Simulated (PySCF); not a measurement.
Species: C2H8BNO.
Bonds: C1–N2, N2–B3, B3–C4, B3–O5. Hydrogens: H6, H7, H8 on C1; H9 on N2; H10, H11, H12 on C4; H13 on O5.

Computed, not measured: PySCF, PBE0-D3(BJ)/def2-SVP geometry optimisation, gas phase.

**Question.** Give the optimised bond lengths and angles.

**Answer.** 
| bond | length (pm) |
| --- | --- |
| C1–N2 | 143.4 |
| N2–B3 | 140.9 |
| B3–C4 | 158.7 |
| B3–O5 | 137.7 |
| C1–H6, C1–H7, C1–H8 | 110.3 |
| N2–H9 | 101.4 |
| C4–H10, C4–H11, C4–H12 | 110.2 |
| O5–H13 | 95.9 |

Bonds in one row agree within 1 pm and their mean is given. A selection of angles:
| angle | degrees |
| --- | --- |
| N2–C1–H6 | 110.1 |
| N2–C1–H7 | 112.5 |
| H6–C1–H7 | 107.0 |
| C1–N2–B3 | 128.4 |
| C1–N2–H9 | 115.1 |
| B3–N2–H9 | 116.5 |
| N2–B3–C4 | 122.1 |
| N2–B3–O5 | 115.5 |
| C4–B3–O5 | 122.3 |
| B3–C4–H10 | 111.4 |
| B3–C4–H12 | 112.9 |
| H10–C4–H11 | 106.6 |
| B3–O5–H13 | 112.1 |

Torsions: C1–N2–B3–C4 0° (synperiplanar); H13–O5–B3–N2 180° (antiperiplanar).

Of the pairs four or more bonds apart, C4···H6 is among the closest relative to their van der Waals radii: 2.67 Å, 92 % of the sum of Bondi's values. The 5 heavy atoms lie in one plane (0.001 Å rms). B3 (three-coordinate boron) is planar (angles 122.3°, 122.1° and 115.5°, sum 360.0°, 0.00 Å off the plane of its three neighbours). N2 (boron-bound nitrogen) is planar (angles 128.4°, 116.5° and 115.1°, sum 360.0°, 0.00 Å off the plane of its three neighbours). O5 (boron-bound oxygen) is bent (angle 112.1°).

Point group: Cs (tolerance 0.08 Å). No PBE0-D3(BJ)/def2-SVP frequencies stand behind this structure, so it isn't proved a minimum. One conformer, not necessarily the lowest (C1–N2–B3–C4 0°, N2–B3–O5–H 180°).

The run took 31 s wall on one thread of an Arm Neoverse V1 (shared host), and the process peaked at 0.45 GiB of memory. These figures are those of the optimisation.
